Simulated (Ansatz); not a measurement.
CH₅BOSi (`O=CB[SiH3]`), charge 0, multiplicity 1.

(1) Give a relaxed structure at PBE0-D4/def2-TZVP (the Gaussian-basis code of Ansatz). (Best estimate.)

## Answers

(1) The calculation gave: 
Z-matrix (Å, degrees):
```
Si
B 1 2.010
H 1 1.488 2 112.8
H 1 1.487 2 111.7 3 123.1
H 1 1.493 2 107.1 3 -118.9
C 2 1.533 1 121.3 3 2.9
H 2 1.195 1 121.8 3 -169.5
O 6 1.223 2 97.6 1 -85.3
H 6 1.103 2 140.3 1 95.3
```
This is one stationary point; other conformers may exist.
